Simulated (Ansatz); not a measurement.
tungsten atom (W), quintet (typed; the unrestricted solution is spin-contaminated) (core potentials on W).

The Ansatz (an electronic-structure program) input:
Ansatz 0.2 input:
```yaml
crystal:
  periodic: [false, false, false]
  atoms:
    - {symbol: W, position_ang: [0.00000000, 0.00000000, 0.00000000]}
basis:
  gaussian:
    orbitals: def2-QZVP.json
hamiltonian:
  xc: pbe0
magnetization: {spin_polarized: true, initial_magnetization: 4}
```
The basis file holds def2-QZVP in the JSON format of the Basis Set Exchange.

Task: What does this run give for the total energy, <S^2>, number of basis functions?

Result: 
```
Item                            Result
-------------------------  -----------
total energy               -66.9116 Eh
<S^2>                            6.405
number of basis functions           72
```
